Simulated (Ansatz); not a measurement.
The inner images of a band of F4H6NOSiTa (14 atoms, charge 0, multiplicity 1) are given out of order.

These are results of RKS PBE/def2-SVP (Ansatz 0.2.0), not measurements.

Image 0:

```xyz
14
Properties=species:S:1:pos:R:3
Ta 0.203 -0.042 0.138
O 1.979 0.620 -0.089
H 2.813 0.937 0.288
F 0.341 0.375 2.014
F 0.322 -1.064 -1.471
F -0.762 1.454 -0.482
F -1.348 -1.064 0.630
N 1.183 -2.046 0.946
H 0.356 -2.659 1.039
Si 2.107 -1.975 2.510
H 2.887 -3.252 2.659
H 3.061 -0.825 2.425
H 1.120 -1.838 3.622
H 1.742 -2.443 0.175
```

Image 6:

```xyz
14
Properties=species:S:1:pos:R:3
Ta -0.053 -0.462 0.341
O 2.153 0.044 -0.128
H 2.252 1.001 -0.306
F 0.422 0.370 2.005
F -0.053 -1.396 -1.313
F -0.052 1.259 -0.530
F -1.881 -0.687 0.716
N 0.845 -2.089 1.139
H 0.912 -2.908 0.518
Si 1.905 -2.177 2.544
H 2.493 -3.558 2.636
H 3.067 -1.211 2.361
H 1.216 -1.819 3.826
H 2.776 -0.189 0.594
```

Put them in order from the first end to the last, with their energies above the first end.
A.
```xyz
14
Properties=species:S:1:pos:R:3
Ta -0.011 -0.448 0.365
O 2.123 0.116 -0.315
H 2.222 1.076 -0.473
F 0.544 0.411 1.989
F -0.106 -1.401 -1.277
F -0.139 1.262 -0.519
F -1.792 -0.734 0.893
N 1.002 -2.036 1.098
H 1.111 -2.838 0.463
Si 1.848 -2.217 2.640
H 2.445 -3.598 2.687
H 2.980 -1.222 2.750
H 0.936 -2.025 3.816
H 2.841 -0.167 0.284
```
B.
```xyz
14
Properties=species:S:1:pos:R:3
Ta 0.207 -0.044 0.172
O 1.924 0.616 -0.376
H 2.712 1.040 -0.001
F 0.668 0.502 1.962
F 0.069 -1.120 -1.398
F -0.876 1.410 -0.344
F -1.202 -1.053 0.998
N 1.357 -1.995 0.867
H 0.675 -2.752 0.702
Si 1.959 -2.040 2.588
H 2.582 -3.390 2.824
H 3.009 -0.983 2.715
H 0.792 -1.849 3.495
H 2.125 -2.163 0.199
```
C.
```xyz
14
Properties=species:S:1:pos:R:3
Ta 0.017 -0.292 0.307
O 2.027 0.080 -0.408
H 2.548 0.900 -0.336
F 0.522 0.509 1.968
F -0.272 -1.480 -1.147
F -0.341 1.329 -0.594
F -1.630 -0.792 1.077
N 1.456 -1.790 0.937
H 1.391 -2.651 0.373
Si 1.907 -2.114 2.640
H 2.645 -3.425 2.665
H 2.812 -1.020 3.122
H 0.707 -2.212 3.537
H 2.216 -0.863 0.262
```
D.
```xyz
14
Properties=species:S:1:pos:R:3
Ta -0.014 -0.403 0.367
O 2.084 0.125 -0.433
H 2.439 1.028 -0.325
F 0.575 0.487 1.960
F -0.185 -1.415 -1.233
F -0.266 1.273 -0.528
F -1.726 -0.790 1.032
N 1.176 -1.921 1.035
H 1.270 -2.732 0.409
Si 1.845 -2.176 2.657
H 2.567 -3.497 2.651
H 2.836 -1.098 3.010
H 0.772 -2.203 3.707
H 2.631 -0.498 0.094
```
E.
```xyz
14
Properties=species:S:1:pos:R:3
Ta 0.156 -0.066 0.199
O 1.849 0.464 -0.556
H 2.637 1.007 -0.405
F 0.746 0.601 1.903
F -0.148 -1.336 -1.193
F -0.817 1.414 -0.446
F -1.279 -0.862 1.185
N 1.490 -1.879 0.911
H 1.133 -2.728 0.448
Si 1.886 -2.145 2.666
H 2.572 -3.479 2.779
H 2.827 -1.058 3.073
H 0.618 -2.147 3.454
H 2.336 -1.607 0.385
```

B (+0.01 eV), E (+0.07 eV), C (+0.98 eV), D (+0.70 eV), A (+0.64 eV).

The run took 4.7 min on 4 threads of Arm Neoverse V2, on a shared host, peak memory 0.26 GiB.
